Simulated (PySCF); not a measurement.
Computed IR spectrum (relative IR intensity) of a molecule C4H7O2, multiplicity 2. The structure is a stationary point at PBE-D3(BJ)/def2-SVP. Other conformers were not sampled. Level of theory: PySCF 2.14.0 with PBE-D3(BJ)/def2-SVP. Harmonic, unscaled wavenumbers; measured fundamentals usually lie a few per cent lower.

Lines under 2 % of the strongest are left out, and lines within 2 cm⁻¹ are merged.

```csv
ν (cm⁻¹),relative intensity
312,3.0
369,2.8
446,2.2
734,16
766,5.3
820,3.0
926,5.5
1058,37
1084,22
1142,8.7
1231,100
1282,6.0
1357,7.7
1390,17
1405,14
1432,3.7
1678,61
2981,6.4
2992,13
3055,3.3
3073,7.1
3088,5.9
```

**Question.** Pick the molecule that these values belong to.
(A) C[CH]OC(C)=O
(B) [CH]1COCCO1
(C) [CH2]C(=O)OCC
(D) C[C](C)C(=O)O

**Answer.** C, [CH2]C(=O)OCC
